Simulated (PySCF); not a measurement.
A GIAO shielding run with PySCF (density fitting, non-relativistic, gas phase) on SMILES C[C@@H]([SiH2][SiH2]O)S(C)(=O)=O, C3H12O3SSi2:

```
$ OMP_NUM_THREADS=1 python probes_run.py task.json out

{"job": {"kind": "nmr", "xc": "PBE0", "basis": "pcSseg-1"}, "charge": 0, "multiplicity": 1}
C     -0.665209     0.546668    -1.772352
C     -0.786898    -0.370621    -0.578432
Si     0.526790    -1.778786    -0.436079
Si     2.629557    -1.013060     0.158070
O      2.751707     0.592213     0.069383
S     -0.538627     0.551194     0.931779
C     -2.134614     1.286802     1.411660
O      0.380192     1.650934     0.709077
O     -0.152813    -0.382967     1.959965
H     -0.757587    -0.023226    -2.694708
H      0.304980     1.037720    -1.763908
H     -1.434098     1.319643    -1.767320
H     -1.797098    -0.764178    -0.483452
H      0.377165    -2.378854    -1.782291
H     -0.119355    -2.756063     0.448096
H      2.994391    -1.506444     1.491014
H      3.645612    -1.436037    -0.809957
H      2.036079     1.161936     0.390353
H     -2.478051     1.913408     0.598541
H     -1.960224     1.881651     2.299290
H     -2.830819     0.485013     1.620802
```

Hardware: 1 thread of an Arm Neoverse N1, shared host. The job also computes population analyses, field gradients.

(1) How large is the calculation?

(2) How long does it take, and how much memory does it need?

Results:

(1) 98 electrons, 234 basis functions and 1287 auxiliary functions.

(2) 100 s of wall time, with 15 SCF cycles and 4 response iterations; peak memory 1.2 GiB. Times on a shared host scatter by some tens of per cent.
